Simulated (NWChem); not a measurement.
# AlHSClF; SMILES [Cl][Al]([SH])[F]

```xyz
5

Al     0.3433     0.0304     0.0000
Cl    -0.6617     1.8520     0.0000
F      2.0005     0.0215     0.0000
S     -0.7273    -1.8443     0.0000
H      0.4190    -2.5636     0.0000
```
Atoms are numbered in this order, from 1.

Results from NWChem. All runs use the structure optimised with PBE0/def2-SVP.

Estimate the computed values for B97-D/def2-SVP. Quantities: highest occupied level (eV); orbital gap (eV); dipole (D).

The highest occupied level (eV) comes out as -6.86. The orbital gap (eV) is 5.27. The dipole (D) comes out as 1.08.
